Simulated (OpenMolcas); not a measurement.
A run on Ti3+ with 4 ligands (bromide) in square-planar coordination (D4h) at 2.37 Å. A charge of +0.25 e stands 2.4 Å behind each ligand. Ligand basis ANO-RCC-VDZP.
```
Ti    0.0000    0.0000    0.0000
Br    2.3700    0.0000    0.0000
Br    0.0000    2.3700    0.0000
Br   -2.3700    0.0000    0.0000
Br    0.0000   -2.3700    0.0000
```

- Program: OpenMolcas
- Method: SS-CASPT2, IPEA 0.25 Eh, imaginary shift 0.1 Eh (closed shells correlated: 3s 3p and the ligand valence shells)
- Basis: ANO-RCC-VTZP [6s5p3d2f1g]
- Scalar Hamiltonian: DKH2, point nucleus
- Active space: 1 electron in 5 orbitals (3d)
- State averaging: 2S+1 = 2 even, 5 roots
- Spin-orbit coupling: state interaction with AMFI integrals over the reference wave functions

167 basis functions. Blocks (2S+1, parity, CSFs, roots kept): 2, even, 5, 5.

Question: How long do the CASPT2 steps take on 1 thread of Arm Neoverse V2 (shared host)?

Answer: About 14 s of wall time, without the integral step.
